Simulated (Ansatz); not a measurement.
Start from `[CH3][Sn]([OH])([OH])[Cl]` and change one atom or group to get `[CH3][Sn]([OH])([F])[Cl]`.

Ansatz, PBE0-D4/def2-TZVP geometries, multiplicity 1. Each molecule was computed in one conformer, which needn't be the lowest.

Elements past krypton have def2 core potentials.

```csv
property,`[CH3][Sn]([OH])([OH])[Cl]`
HOMO–LUMO gap (PBE/def2-TZVPP) / eV,5.01
HOMO–LUMO gap (PBE0/def2-TZVPP) / eV,7.61
LUMO energy (PBE0/def2-TZVPP) / eV,-1.12
"ideal-gas entropy at 298 K and 1 bar (rigid rotor, harmonic PBE0-D4/def2-TZVP) / J/(mol·K)",408
LUMO energy (PBE/def2-TZVPP) / eV,-2.08
HOMO energy (PBE0/def2-TZVPP) / eV,-8.73
```

**Question.** Give the same properties after the change, and the shifts. (Best estimate.)

**Answer.** The calculation gave: 
| property | `[CH3][Sn]([OH])([F])[Cl]` | shift |
| --- | --- | --- |
| HOMO–LUMO gap (PBE/def2-TZVPP) / eV | 5.11 | 0.10 |
| HOMO–LUMO gap (PBE0/def2-TZVPP) / eV | 7.70 | 0.09 |
| LUMO energy (PBE0/def2-TZVPP) / eV | -1.45 | -0.33 |
| ideal-gas entropy at 298 K and 1 bar (rigid rotor, harmonic PBE0-D4/def2-TZVP) / J/(mol·K) | 398 | -10 |
| LUMO energy (PBE/def2-TZVPP) / eV | -2.41 | -0.33 |
| HOMO energy (PBE0/def2-TZVPP) / eV | -9.15 | -0.42 |

With PBE0 the HOMO falls by 0.42 eV and the LUMO falls by 0.33 eV, so the gap widens by about 0.09 eV. PBE moves the HOMO by -0.43 eV and ωB97M-V by -0.38 eV. The zero-point energy changes by -29.3 kJ/mol with -3 modes. Modes under 60 cm⁻¹, often nearly free rotors, make the harmonic entropy too high.

Positive LUMOs are unbound, so they and the gaps depend on the basis.
